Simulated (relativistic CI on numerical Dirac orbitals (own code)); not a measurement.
# Hyperfine structure of Nd XIV, mass number 145

Calculated at this level of theory: Dirac-Coulomb-Breit CI, separate exchange-only KLI orbitals for each configuration, model QED (radiative potential, 1s self-energy scaled to tabulated hydrogen-like ionisation energies), unscaled Slater integrals (own radial code, finite nucleus).

CI space (outside the closed core [Kr]): 4d10 5s, 4d10 4f, 4d10 5p, 4d10 5d, 4d10 5f, 4d9 5s 4f, 4d10 5g, 4d10 6s, 4d10 6p, 4d9 5s2, 4d10 6d. Double excitations out of closed p, d and f shells are left out; levels of such configurations are missing from the list, as are those of other unlisted configurations, and high levels can miss mixing partners.

Nuclear spin I = 7/2, μ = -0.656 μN, Q = -0.314 b (tables of Stone and Pyykkö). The electronic factors are computed for point nuclear moments, without core polarisation or the Bohr-Weisskopf and QED corrections.

```json
{"Level": "4d10 5s 2S_1/2", "E (eV)": "0.000", "A (MHz)": "-22680", "B (MHz)": ""}
{"Level": "4d10 4f 2F°_5/2", "E (eV)": "6.444", "A (MHz)": "-198", "B (MHz)": "-343"}
{"Level": "4d10 4f 2F°_7/2", "E (eV)": "6.969", "A (MHz)": "-108.2", "B (MHz)": "-391"}
{"Level": "4d10 5p 2P°_1/2", "E (eV)": "22.209", "A (MHz)": "-6394", "B (MHz)": ""}
{"Level": "4d10 5p 2P°_3/2", "E (eV)": "28.293", "A (MHz)": "-938.4", "B (MHz)": "-2980"}
{"Level": "4d10 5d 2D_3/2", "E (eV)": "65.259", "A (MHz)": "-378.1", "B (MHz)": "-417"}
{"Level": "4d10 5d 2D_5/2", "E (eV)": "66.364", "A (MHz)": "-154.5", "B (MHz)": "-538"}
{"Level": "4d10 6s 2S_1/2", "E (eV)": "100.767", "A (MHz)": "-9837", "B (MHz)": ""}
```

Levels with J = 0, under 50 % of one LS term, or S terms without an open s electron are left out. Small factors come from cancelling terms and can be off by tens of per cent or more.

At this charge transitions that keep the count of f electrons are usually good to a few per cent. Levels and lines within the n = 5 or 6 shells can be off by up to 10 % or somewhat more, and those that change n by about 2 %, since core polarisation is missing. Levels that differ in their count of f electrons can be misplaced by several ten thousand cm⁻¹, since the correlation energy of f electrons is missing or only estimated; rates across such gaps can be off by orders of magnitude.

(1) Give the hyperfine levels of 4d10 5s 2S_1/2 relative to its centre of gravity.

## Answers

(1) With K = F(F + 1) − I(I + 1) − J(J + 1), E = AK/2: F = 3: 51040, F = 4: -39690 MHz.

LS names give the leading component of a level, which can be under half, so a name can repeat, a term be missing and a line seem to break the LS rules.
